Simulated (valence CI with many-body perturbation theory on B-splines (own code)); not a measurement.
**Run record, Yb²⁹⁺**

Computed by valence CI with perturbative core correlation (CI+MBPT): five valence electrons over a frozen Dirac-Fock core [Kr], radial functions for each j: 6 s, 6 p, 5 d, 5 f, 1 g, with the one-electron correlation potential Σ1 (screened to all orders), the two-electron term Σ2, the three-electron term Σ3, Breit, model QED; selected single and double excitations, second order for the rest, scaled by the run's own slope (own B-spline code, finite nucleus).

Command, and the settings that its task file holds:

```sh
python run_cv.py task.json out
```

```
atom Yb  Z=70  mass_number=174  rms_radius_fm=5.3108
core [Kr]
valence 4d5
avg = 1
basis = S
breit = 1
cap = 10000
capref = 1200
cscale = 1
de = 0.0
dress = 0
ecut = 64.22
eps = 2e-08
extrap = 1
h = 0.27
hh = 1
l2 = 3
lcore = 6
maxit = 60
n2 = 5
natural = 1
nlev = 21
nno = [3, 3, 3, 3, 1]
nroot = 26
nsp = [3, 3, 2, 2, 0]
pt2 = 1
qed = 1
rpa = 1
s1 = 1
s2 = 1
s3 = 1
screen = 1
tol = 2e-05
whole = 1
```

It took 57 s on 1 thread of Arm Neoverse V2, on a shared host.

Log. The first blocks belong to the next ion, which gives the ionisation energy. Fields: 2J, parity (1 odd), roots, reference size, generating configurations, candidates as configurations/state functions, variational space P, stored matrix elements, Davidson steps; e2 is the range of second-order energies in hartree. The first line gives the box (bohr), its intervals, the orbitals and the steps of their self-consistent field. Window is the range of levels sought, series limit the energy at which the first omitted orbital would enter, core excitation an estimate of the first excitation out of the core, left out the lowest levels not solved, and shifts from estimates the range by which levels moved from their first estimate, all in cm⁻¹.

```
rmax 5.0 intervals 59 orbitals 40 references ['4d5', '4d4 4f', '4d4 5s', '4d3 4f2', '4d4 5p'] scf 5 t 1.0
2J=0 par=0 roots 2 ref 28 generators 6 cand 3216/7268 P 571/999 nnz 0 it 0
2J=0 par=0 roots 2 ref 28 generators 11 cand 4341/10155 P 1158/2323 nnz 0 it 5
   second order: generators 15 cand 5592/13000 e2 -0.00002 -0.00001
reference levels 446, estimated 34, window 250256 1/cm; series limit 4912460, core excitation 1132346
2J=5 par=0 roots 7 ref 24 generators 13 cand 5743/162539 P 259/3501 nnz 2.9e+06 it 5
2J=5 par=0 roots 7 ref 24 generators 15 cand 5668/161540 P 756/9978 nnz 2e+07 it 8
   second order: generators 27 cand 10957/335794 e2 -0.00117 -0.00045
2J=7 par=0 roots 5 ref 20 generators 7 cand 5725/176697 P 212/3492 nnz 3.1e+06 it 4
2J=7 par=0 roots 5 ref 20 generators 11 cand 5668/175709 P 666/10000 nnz 2.2e+07 it 8
   second order: generators 20 cand 9544/337382 e2 -0.00096 -0.00057
2J=3 par=0 roots 5 ref 19 generators 10 cand 5717/124677 P 296/3467 nnz 2.8e+06 it 5
2J=3 par=0 roots 5 ref 19 generators 12 cand 6661/143765 P 919/9999 nnz 2e+07 it 8
   second order: generators 20 cand 8560/196397 e2 -0.00058 -0.00037
2J=11 par=0 roots 3 ref 7 generators 9 cand 5490/145023 P 316/3485 nnz 3e+06 it 4
2J=11 par=0 roots 3 ref 7 generators 12 cand 5394/144033 P 906/9997 nnz 2e+07 it 5
   second order: generators 21 cand 9782/287921 e2 -0.00029 -0.00024
2J=9 par=0 roots 4 ref 14 generators 8 cand 5644/168995 P 251/3511 nnz 3.1e+06 it 5
2J=9 par=0 roots 4 ref 14 generators 11 cand 5571/167996 P 742/9967 nnz 2.1e+07 it 7
   second order: generators 19 cand 8640/268759 e2 -0.00068 -0.00047
2J=1 par=0 roots 3 ref 13 generators 7 cand 5509/66811 P 523/3508 nnz 2.6e+06 it 4
2J=1 par=0 roots 3 ref 13 generators 12 cand 5346/65810 P 1457/9999 nnz 1.4e+07 it 5
   second order: generators 16 cand 6386/81584 e2 -0.00011 -0.00007
2J=13 par=0 roots 1 ref 3 generators 3 cand 4100/100743 P 380/3474 nnz 3.3e+06 it 4
2J=13 par=0 roots 1 ref 3 generators 5 cand 4729/109533 P 893/8223 nnz 1.4e+07 it 5
   second order: generators 10 cand 7461/175124 e2 -0.00010 -0.00010
left out: unestimated 390481, estimated 318285, shifts from estimates -399 to 156
operators 2.5
```

The Davidson iterations converged. The settings are bad on purpose, so the numbers may not be properties of the ion.

The last digits are not significant, and no measured levels were compared; by estimate large intervals hold to a few tenths of a per cent, small ones and those within an open d or f shell to about a per cent. Only levels of the ground parity were solved; by the run's estimate the other parity begins above the list, which can be wrong where configurations are misplaced.

```
Valence energy                            : -224.7743 hartree
Ionisation energy                         : 1113.8 eV (NIST: 1114 ± 4 eV (theoretical))
Reference configurations for the orbitals : 4d5, 4d4 4f, 4d4 5s, 4d3 4f2, 4d4 5p
Radial orbitals                           : 40
Box radius                                : 4.978 bohr
Largest variational space                 : 10000
Lowest levels                             : (4d3/2^4 4d5/2) J=5/2 0.000, (4d3/2^3 4d5/2^2) J=5/2 [a] 8.671, (4d3/2^3 4d5/2^2) J=7/2 [a] 12.907, (4d3/2^3 4d5/2^2) J=3/2 [a] 13.324, (4d3/2^3 4d5/2^2) J=11/2 13.770, (4d3/2^3 4d5/2^2) J=9/2 15.006, (4d3/2^3 4d5/2^2) J=5/2 [b] 15.714, (4d3/2^3 4d5/2^2) J=1/2 16.407, (4d3/2^3 4d5/2^2) J=7/2 [b] 17.697, (4d3/2^2 4d5/2^3) J=5/2 [a] 21.609, (4d3/2^3 4d5/2^2) J=3/2 [b] 22.004, (4d3/2^2 4d5/2^3) J=7/2 [a] 23.877, (4d3/2^2 4d5/2^3) J=11/2 24.493, (4d3/2^2 4d5/2^3) J=9/2 [a] 25.103 eV
```

Levels are named by their leading jj configuration (3d3/2^4 stands for four electrons in 3d with j = 3/2), which in mixed levels can hold well under half, so a name can repeat and another be missing. Letters in brackets count levels of one name in rising energy.
